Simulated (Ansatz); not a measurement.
`S[CH2][GeH3]` + `OBF` → `O[B](F)[GeH3]` + CH₃SH at 400 K and 1 bar (formal exchange of groups at a Ge–C bond).

Isolated molecules relaxed with PBE0-D4/def2-TZVP in Ansatz; ΔE leaves out vibrations. CBS: MP2 limit from def2 TZ/QZ plus the TZ coupled-cluster correction, frozen cores. This one scheme is used for every species. For Ge outer-core shells are correlated without core-valence functions, which leaves a few kJ/mol of doubt a bond. Scalar relativity is left out up to krypton. One conformer a species, not always the lowest.

| species | CCSD(T)/CBS energy (Eh) | H − E (kJ/mol) | S (J/(mol·K)) |
| --- | --- | --- | --- |
| `S[CH2][GeH3]` | -2515.53503 | 184.7 | 349.2 |
| `OBF` | -201.07426 | 96.4 | 268.5 |
| `O[B](F)[GeH3]` | -2278.38102 | 146.6 | 358.0 |
| CH₃SH | -438.22835 | 138.7 | 269.4 |

H − E and S are ideal-gas, rigid-rotor, harmonic terms from PBE0-D4/def2-TZVP, for one conformer and one mirror image of each species. 1 Eh = 2625.50 kJ/mol, R = 8.31446 J/(mol·K).

By hand: ΔE, ΔH, ΔS and ΔG.

ΔE = (-2278.38102) + (-438.22835) − (-2515.53503) − (-201.07426) = -0.00008 Eh = -0.2 kJ/mol. Δ(H − E) = 146.6 + 138.7 − 184.7 − 96.4 = 4.2, so ΔH = 4.0 kJ/mol. ΔS = 358.0 + 269.4 − 349.2 − 268.5 = 9.7 J/(mol·K). ΔG = 4.0 − 400 × (9.7)/1000 = 0.1 kJ/mol.

By hand: the equilibrium constant, and the temperature at which ΔG would vanish if ΔH and ΔS stayed fixed.

log₁₀ K = −ΔG/(RT ln 10) = 0.0. ΔG = 0 at ΔH/ΔS = 412 K, though so small a ΔH makes that figure unsure.

TΔS isn't small against ΔH here. The sign of ΔG lies within the doubt. A doubt of 5 kJ/mol in ΔE shifts log₁₀ K by 0.7 here. Other conformers and mirror images would add mixing entropy, several J/(mol·K) or more a flexible species. These are equilibria of isolated gas molecules and say nothing of rates. Largest T1 diagnostic: 0.013 (customary marks: 0.02 for closed shells, 0.045 for open ones).
